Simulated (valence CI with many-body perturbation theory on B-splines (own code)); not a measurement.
The numbers below are computed, except where a source is named.
## Sm⁵⁶⁺: what each term of the Hamiltonian does

Method: configuration interaction combined with many-body perturbation theory (CI+MBPT): four valence electrons over a frozen Dirac-Fock core [He], radial functions for each j: 11 s, 11 p, 9 d, 7 f, 5 g, 2 h, 1 i, with the one-electron correlation potential Σ1 (screened to all orders), the two-electron term Σ2, the three-electron term Σ3, Breit, model QED; selected single and double excitations, second order for the rest (own B-spline code, finite nucleus).

The last digits are not significant, and no measured levels were compared; by estimate large intervals hold to a few tenths of a per cent, small ones and those within an open d or f shell to about a per cent. Among the levels kept, up to 250 cm⁻¹ of a level comes from second order outside the variational space, and about a tenth of that is noise between levels of different J, which matters for small intervals.

Each rung adds one term. CI alone is the Dirac-Coulomb CI over the frozen core; QED comes last and gives the full result, which names the levels. Energies are above (2s^2 2p1/2^2) J=0 on the same rung, in Ry.

Levels are named by their leading jj configuration (3d3/2^4 stands for four electrons in 3d with j = 3/2), which in mixed levels can hold well under half, so a name can repeat and another be missing. Letters in brackets count levels of one name in rising energy.

```csv
Level,CI alone
(2s^2 2p1/2 2p3/2) J=1,46.64
(2s^2 2p1/2 2p3/2) J=2,48.25
(2s 2p1/2^2 2p3/2) J=2,63.70
(2s 2p1/2^2 2p3/2) J=1,68.81
(2s^2 2p3/2^2) J=2,95.88
(2s^2 2p3/2^2) J=0,99.11
(2s 2p1/2 2p3/2^2) J=2 [a],108.61
(2s 2p1/2 2p3/2^2) J=3,112.05
(2s 2p1/2 2p3/2^2) J=0,114.66
(2s 2p1/2 2p3/2^2) J=1 [a],116.23
(2s 2p1/2 2p3/2^2) J=2 [b],117.32
(2s 2p1/2 2p3/2^2) J=1 [b],117.18
(2p1/2^2 2p3/2^2) J=2,135.06
(2p1/2^2 2p3/2^2) J=0,138.52
(2s 2p3/2^3) J=2,161.41
(2s 2p3/2^3) J=1,166.35
```

Problem. What do these energies become with core correlation, Breit and QED?

Solution. (2s^2 2p1/2 2p3/2) J=1 45.97 (-0.675); (2s^2 2p1/2 2p3/2) J=2 47.23 (-1.022); (2s 2p1/2^2 2p3/2) J=2 62.76 (-0.938); (2s 2p1/2^2 2p3/2) J=1 67.98 (-0.830); (2s^2 2p3/2^2) J=2 94.38 (-1.502); (2s^2 2p3/2^2) J=0 97.98 (-1.128); (2s 2p1/2 2p3/2^2) J=2 [a] 107.12 (-1.494); (2s 2p1/2 2p3/2^2) J=3 110.03 (-2.021); (2s 2p1/2 2p3/2^2) J=0 113.43 (-1.228); (2s 2p1/2 2p3/2^2) J=1 [a] 114.76 (-1.476); (2s 2p1/2 2p3/2^2) J=2 [b] 115.50 (-1.812); (2s 2p1/2 2p3/2^2) J=1 [b] 115.75 (-1.427); (2p1/2^2 2p3/2^2) J=2 133.37 (-1.694); (2p1/2^2 2p3/2^2) J=0 137.22 (-1.302); (2s 2p3/2^3) J=2 159.25 (-2.163); (2s 2p3/2^3) J=1 164.26 (-2.086).

Problem. How does the ionisation energy move along the ladder, and which term matters most?

Solution. CI alone 12286, + Σ1 12287, + Σ2 12287, + Σ3 12287, + Breit 12265, + QED 12265 eV. The largest step is Breit, -21 eV. NIST lists 12264 ± 5 eV (theoretical).
